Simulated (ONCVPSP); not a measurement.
# Logarithmic derivatives: nickel (Ni), ONCV

| Quantity | Value |
| --- | --- |
| Element | Ni |
| Generator | ONCVPSP 4.0.1 |
| Type | optimised norm-conserving Vanderbilt (ONCV) |
| Functional | PBE |
| Relativity | fully relativistic |
| Frozen core | [Ne] |
| Valence charge | 18 |
| Reference configuration | 3s2 3p6 3d8 4s2 |
| Partial waves | 3s+4s: rc 1.40 bohr, ncon 3, nbas 7, qcut 7.6 1/bohr, 2 projectors; 3p: rc 0.95 bohr, ncon 3, nbas 7, qcut 15.5 1/bohr, 2 projectors, debl 1.2 Ha; 3d: rc 1.35 bohr, ncon 3, nbas 8, qcut 11 1/bohr, 1 projector |
| Local potential | polynomial inside 0.65 bohr (lpopt 5, dvloc0 0 Ha) |
| Core correction | Teter function fitted to the true core (icmod 2), fcfact 0.25 |

Open shells are filled in proportion to 2j + 1.

In the p channel the program set the typed energies aside and used -2.596, 0.250 Ha (j = l + 1/2; the other j can differ).

The phase is arctan(r·R′/R) of the radial function R(r), unwrapped; energies in Ha, scanned from -6 to 5 Ha. A pole is an energy at which the radial function vanishes at the test radius. The pseudo phase is shifted by a multiple of π to meet the all-electron one at the reference energy, and phase errors are pseudo minus all-electron; the curves can meet again beyond the range given. Levels narrower than the energy grid can be missing from the lists of poles.

```tsv
channel	radius (bohr)	reference energy (Ha)	poles, all-electron	poles, pseudo	unbroken range about the reference energy with phases within 0.05 rad	phase error 1 Ha above the reference energy (rad)
s	1.42	-0.21	-3.78	-3.78	the whole range	-0.002
p3/2	0.97	-2.60	0.50	0.50	the whole range	-0.000
p1/2	0.97	-2.68	0.32	0.32	the whole range	+0.000
d5/2	1.37	-0.32	0.42	0.45	below 1.6	+0.014
d3/2	1.37	-0.33	0.40	0.43	below 1.6	+0.014
```

Phases in the s channel:

```tsv
E (Ha)	all-electron	pseudo
-5.96	1.199	1.199
-5.40	1.106	1.106
-4.84	0.812	0.811
-4.28	-0.973	-0.973
-3.72	-1.599	-1.599
-3.16	-1.746	-1.746
-2.60	-1.832	-1.833
-2.04	-1.909	-1.910
-1.48	-1.998	-1.998
-0.92	-2.117	-2.117
-0.36	-2.301	-2.301
0.20	-2.613	-2.613
0.76	-3.119	-3.120
1.32	-3.673	-3.677
1.88	-4.045	-4.051
2.44	-4.259	-4.266
3.00	-4.389	-4.396
3.56	-4.474	-4.484
4.12	-4.535	-4.547
4.68	-4.582	-4.597
```
